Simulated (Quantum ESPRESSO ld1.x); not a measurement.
Question: All-electron atom: Mo XXXV in [He] 2s2 2p4. Method: scalar-relativistic Kohn-Sham, LDA (Slater exchange, Perdew-Zunger correlation), spin-polarised, spherical densities, point nucleus; open shells are filled with parallel spins first; computed with ld1.x of Quantum ESPRESSO 7.5. Some entries of the table are withheld. Estimate them.

orbital,occ.,eigenvalue (hartree),<1/r> (bohr^-1)
1s up,1,-811.457,43.55
1s down,1,-810.765,43.58
2s up,1,(1),10.20
2s down,1,(2),10.17
2p up,3,-168.201,9.900
2p down,1,-167.025,9.876

Answer: 
(1) 2s up eigenvalue (hartree): -177.125
(2) 2s down eigenvalue (hartree): -176.151
